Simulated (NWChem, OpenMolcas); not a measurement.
**How methods differ on KI (Potassium Iodide)**

KI: 2 atoms, total charge 0, spin state singlet. As SMILES, `[K][I]`. The bond length is the measured one.

| atom | x (Å) | y (Å) | z (Å) |
| --- | --- | --- | --- |
| K | 0.0000 | 0.0000 | 0.0000 |
| I | 0.0000 | 0.0000 | 3.0478 |

Quantity: the lowest excitation energy, in eV. The values are calculated.

| level | kind | program | value (eV) | CPU time |
| --- | --- | --- | --- | --- |
| TDA-B3LYP/def2-QZVP (core potential) | perturbation theory | NWChem | 2.86 | 7.2 min |
| TDA-B3LYP/def2-SVP (core potential) | perturbation theory | NWChem | 2.59 | 23 s |
| TDA-B3LYP/def2-TZVP (core potential) | perturbation theory | NWChem | 2.83 | 81 s |
| TDA-B3LYP/def2-TZVPP (core potential) | perturbation theory | NWChem | 2.83 | 80 s |
| TDA-B3LYP/def2-QZVPP (core potential) | perturbation theory | NWChem | 2.87 | 8.9 min |
| CIS(26,42)/ANO-RCC-VDZP (DKH2) | coupled cluster or CI | OpenMolcas | 4.10 | 14 s |

The values span 2.59 to 4.10 eV. In the correlated wave-function rows the outer d shell of I is correlated, in sets not made for it. CPU times are rough (shared hosts, several kinds of processor): they show what a rung costs within a factor of a few.
